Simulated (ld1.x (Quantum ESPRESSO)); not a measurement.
# bismuth: TM pseudisation with BLYP, scalar-relativistic reference atom.

```json
{
  "Element": "bismuth (Bi)",
  "Generator": "ld1.x (Quantum ESPRESSO) 7.5",
  "Type": "norm-conserving Troullier–Martins (Kleinman–Bylander form)",
  "Functional": "BLYP",
  "Relativity": "scalar-relativistic",
  "Frozen core": "[Kr] 4d10 4f14",
  "Valence charge": "23",
  "Reference configuration": "5s2 5p6 5d10 6s2 6p2.5 (charge +0.5)",
  "Partial waves": "5p (bound): rc 1.20 bohr; 5d (bound): rc 1.85 bohr; 5s (bound): rc 1.10 bohr",
  "Local potential": "the s channel",
  "Core correction": "none"
}
```

Occupied shells without a wave of their own: 6p, 6s. They enter only through the test configuration that unscreens the potential.

All-electron outer shells of the reference configuration (BLYP, scalar-relativistic, ld1.x):

```csv
shell,level (eV),outermost node (bohr),outermost maximum (bohr)
4d,-433.65,0.19,0.38
5s,-161.51,0.44,0.77
4f,-156.24,–,0.34
5p,-99.51,0.48,0.86
5d,-30.71,0.51,1.03
6s,-18.05,0.98,1.86
6p,-7.78,1.14,2.41
```

Task: Does the generator finish with these settings?

Result: Yes, a potential is produced.

Task: Estimate the cutoffs (Ry, on a coarse ladder) from which the occupation-weighted sum of valence levels, in a spherical-Bessel basis at the reference potential, stays within 10 and 1 mRy of its value at 400 Ry.

Result: 160 Ry and 260 Ry.

Task: What does a ghost test show?

Result: No extra level below or beside the all-electron valence levels (p, d, s, f tested).

Task: Which valence shell sets the plane-wave cutoff?

Result: 5s: its level needs 230 Ry to come within 1 mRy, against 160 Ry for 5p.

Task: Tests: 5s2 5p6 5d10 6s2 6p3; 5s2 5p6 5d10 6s2 6p2; 5s2 5p6 5d10 6s2 6p1; 5s2 5p6 5d10 6s2 6p0; 5s2 5p6 5d10 6s1 6p4; 5s1 5p6 5d10 6s2 6p3; 5s2 5p6 5d9 6s2 6p3. Which has the largest error in its energy relative to the reference configuration, and how large is it?

Result: 5s2 5p6 5d10 6s1 6p4, with -1344 meV (all-electron minus pseudo) on +7.06 eV.
